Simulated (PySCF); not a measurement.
**How methods differ on the ionisation energy of Cu**

Cu [Ar] 3d10 4s1 (2S) → Cu⁺ [Ar] 3d10 (1S), as a difference of total energies. All numbers are calculated (PySCF 2.14, the spin-free X2C one-electron Hamiltonian (Gaussian nucleus), in aug-cc-pVTZ-DK (8s7p5d3f2g, 93 functions)). Correlated levels: valence: [Ar] frozen. The calculations carry no spin-orbit coupling.

```json
{"method": "UHF", "ionisation energy (eV)": "6.583", "error (eV)": "-1.143"}
{"method": "LDA", "ionisation energy (eV)": "8.631", "error (eV)": "+0.905"}
{"method": "PBE", "ionisation energy (eV)": "8.383", "error (eV)": "+0.657"}
{"method": "PBE0", "ionisation energy (eV)": "7.971", "error (eV)": "+0.245"}
{"method": "r2SCAN", "ionisation energy (eV)": "8.260", "error (eV)": "+0.534"}
{"method": "M06-2X", "ionisation energy (eV)": "7.759", "error (eV)": "+0.033"}
{"method": "PW91", "ionisation energy (eV)": "8.448", "error (eV)": "+0.722"}
{"method": "wB97M-V", "ionisation energy (eV)": "7.663", "error (eV)": "-0.063"}
{"method": "B97-3", "ionisation energy (eV)": "7.827", "error (eV)": "+0.101"}
{"method": "MP2 (valence)", "ionisation energy (eV)": "7.654", "error (eV)": "-0.072"}
{"method": "SCS-MP2 (valence)", "ionisation energy (eV)": "7.484", "error (eV)": "-0.242"}
```

Reference: 7.726 eV (measured; NIST Atomic Spectra Database, ionization energies).

Errors of the correlated levels include the incompleteness of this basis and the frozen core.
